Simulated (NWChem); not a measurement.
Species: MgSiH3OBr; SMILES [SiH3][O][Mg][Br]

```xyz
7

Mg     0.1475    -0.0812    -0.0008
Br     0.4154    -2.4064     0.0009
O     -0.0573     1.6982    -0.0021
Si    -0.2545     3.3219    -0.0032
H     -1.0318     3.7787    -1.1936
H      1.0584     4.0327    -0.0288
H     -0.9883     3.7856     1.2118
```
Atoms are numbered in this order, from 1.

All runs use the structure optimised with B3LYP/6-31G* (spherical d).

Q: List the 6 lowest vertical singlet excitations from LRC-wPBEh/6-31G* (spherical d), TDA (NWChem).

A: 
```tsv
state	energy (eV)	oscillator strength	leading excitation (squared amplitude)
S1	5.54	0.000	HOMO → LUMO (0.62)
S2	5.54	0.000	HOMO−1 → LUMO (0.62)
S3	5.75	0.084	HOMO−2 → LUMO (0.77)
S4	5.75	0.084	HOMO−3 → LUMO (0.77)
S5	7.04	0.106	HOMO−4 → LUMO (0.76)
S6	7.27	0.000	HOMO → LUMO+2 (0.26)
```
